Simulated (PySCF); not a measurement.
Correlation energy of Xe⁺ (xenon, charge +1)

[Kr] 4d10 5s2 5p5, 2P determinant. Calculation: PySCF 2.14, in def2-SVP with the def2 core potential (28 electrons); a scalar-relativistic core potential. Frozen: 4s2 4p6 4d10; 7 electrons correlated.

MP2 pair energies summed by pair of shells (mhartree):

```json
{"pair": "5p-5p", "energy": "-71.82", "share (%)": "62.0"}
{"pair": "5s-5p", "energy": "-37.44", "share (%)": "32.3"}
{"pair": "5s-5s", "energy": "-6.54", "share (%)": "5.6"}
```

Total MP2 correlation energy: -115.80 mhartree.

Same-spin part -26.10 and opposite-spin part -89.70 mhartree; SCS-MP2 scales them by 1/3 and 6/5 to -116.34 mhartree.

```json
{"level": "CCSD", "correlation energy (mhartree)": "-134.44"}
{"level": "(T)", "correlation energy (mhartree)": "-3.56"}
{"level": "CCSD(T)", "correlation energy (mhartree)": "-138.00"}
```

Diagnostics: T1 = 0.0060, D1 = 0.0194, largest double amplitude 0.046.

Cost of the coupled-cluster step: 0.95 s of wall time on 1 thread of Intel(R) Xeon(R) Platinum 8375C CPU @ 2.90GHz (shared host), for 7 correlated electrons.
